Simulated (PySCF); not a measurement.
**Working out the ionisation energy of F²⁺**

F²⁺ [He] 2s2 2p3 (4S) → F³⁺ [He] 2s2 2p2 (3P). Calculation: PySCF 2.14, in aug-cc-pVDZ (4s3p2d, 23 functions); no relativity, point nucleus. Frozen: 1s2. Energies in hartree (1 hartree = 27.21139 eV):

```json
{"part": "UHF", "F²⁺ (lower)": "-97.575981", "F³⁺ (upper)": "-95.289017"}
{"part": "CCSD correlation", "F²⁺ (lower)": "-0.084900", "F³⁺ (upper)": "-0.081751"}
{"part": "(T)", "F²⁺ (lower)": "-0.000512", "F³⁺ (upper)": "-0.000543"}
```

**Question.** What does Hartree-Fock give?

**Answer.** (-95.289017) − (-97.575981) = 2.286964 hartree = 62.231 eV.

**Question.** What do CCSD and CCSD(T) give?

**Answer.** The CCSD correlation energies differ by 0.003149 hartree = 0.086 eV and the triples by -0.000031 hartree = -0.001 eV, so CCSD gives 62.317 eV and CCSD(T) 62.316 eV.

Reference: 62.708 eV (semi-empirical (NIST evaluation); NIST Atomic Spectra Database, ionization energies), between the lowest levels; spin-orbit coupling is absent from the calculation.

A double-zeta basis recovers only part of the correlation energy.

What remains against the reference includes basis incompleteness, the frozen core and higher excitations.
